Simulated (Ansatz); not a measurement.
IrO2⁻. Charge -1, multiplicity 3. Geometry PBE0-D4/def2-TZVP, that of the neutral doublet; atoms count from 1.

```xyz
3

Ir    0.090   -0.074    0.043
O    -0.875   -0.131    1.422
O     0.785    0.204   -1.465
```

In the def2 sets Ir takes a core potential; there is no spin–orbit coupling. The highest occupied level of the charge -1 triplet lies above zero (up to 0.61 eV). By energy differences its removal costs 1.34 eV (vertical, to the charge 0 doublet, at PBE0-D4/def2-TZVPD); a positive level beside a positive removal energy at the same level points to self-interaction error. At PBE0-D4/def2-TZVPD a singlet of charge -1 lies 1.97 eV below the triplet at the same geometry. The structure comes from a short search, and lower isomers may exist.

Estimate the Mulliken populations from the PBE0/def2-TZVPD orbitals of Ansatz.


| atom | charge (e) | spin (α − β) | d electrons |
| --- | --- | --- | --- |
| Ir1 | 0.22 | 1.68 | 6.93 |
| O2 | -0.61 | 0.16 | – |
| O3 | -0.61 | 0.16 | – |
Mulliken values and Mayer orders depend strongly on the basis. With diffuse functions, as here, like atoms can get unlike values, and bond orders can come out too low or too high.

Where does the spin sit?

Summed by element: Ir 1.68, O 0.32, of 2 unpaired in all. Largest on single atoms: Ir1 1.68, O2 0.16, O3 0.16.

And the Mayer bond orders between bonded heavy atoms (over 0.3)?

Ir1–O2 1.23 (1.68 Å); Ir1–O3 1.23 (1.68 Å). Values over 0.3 also appear between atoms too far apart for a bond (O2–O3 0.33 at 3.35 Å); they arise where an orbital or an unpaired electron spreads over both atoms.
